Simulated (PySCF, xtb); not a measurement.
CH8FNSi2, SMILES N[SiH2][SiH2]CF. One conformer was computed; it need not be the lowest.

Harmonic wavenumbers (cm⁻¹) from GFN2-xTB in xtb at its own minimum, in rising order: 27, 67, 93, 163, 182, 286, 352, 427, 455, 566, 567, 609, 638, 699, 712, 749, 767, 812, 830, 894, 1011, 1205, 1273, 1455, 1526, 2182, 2200, 2207, 2211, 2947, 2963, 3464, 3495.

Problem. What does PBE0-D3(BJ)/def2-SVP run with PySCF 2.14.0 give at its own minimum? (Estimate from the structure and the level; the computed values follow.)

Solution. 51, 87, 106, 173, 197, 308, 366, 416, 462, 521, 601, 646, 700, 767, 832, 842, 870, 907, 924, 932, 1064, 1243, 1297, 1452, 1543, 2202, 2211, 2221, 2228, 3057, 3125, 3600, 3705. Paired by order, the mean absolute difference is 53 cm⁻¹ and the zero-point energies are 54.4 and 56.7 kcal/mol.
